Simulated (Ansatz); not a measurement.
System: C7H6OSi, net charge 0, singlet state. 
Geometry from a B3LYP-D3(BJ)/def2-TZVP (Ansatz, a quantum-chemistry and plane-wave program) optimisation:
SMILES: C#C[Si](C#C)(C#C)OC
```xyz
15

C     -1.0470    -0.3862     2.7468
C     -0.6694    -0.2805     1.6068
Si    -0.0618    -0.1170    -0.1034
C     -0.8982    -1.3105    -1.1808
C     -1.4821    -2.0904    -1.8892
C     -0.4132     1.5833    -0.6569
C     -0.6206     2.7142    -1.0191
O      1.5351    -0.4286    -0.1791
C      2.5281     0.2992     0.5332
H     -1.3864    -0.4813     3.7505
H     -1.9933    -2.7812    -2.5162
H     -0.8101     3.7104    -1.3409
H      2.3649     0.2300     1.6119
H      2.5273     1.3518     0.2384
H      3.4956    -0.1377     0.2909
```
Charge 0, spin multiplicity 1.

Basis-set convergence of Hartree-Fock and MP2 correlation energies (hartree) with Ansatz. Correlated levels leave the core frozen unless marked. No spin-orbit coupling. No relativistic terms.

```tsv
basis	functions	E(HF)	E(corr, MP2)
aug-cc-pV(D+d)Z	270	-632.29524	-1.20010
aug-cc-pV(T+d)Z	561	(withheld)	(withheld)
```

### Question
Fill in the missing entries.

### Answer

- aug-cc-pV(T+d)Z, E(HF): -632.40157
- aug-cc-pV(T+d)Z, E(corr, MP2): -1.43335
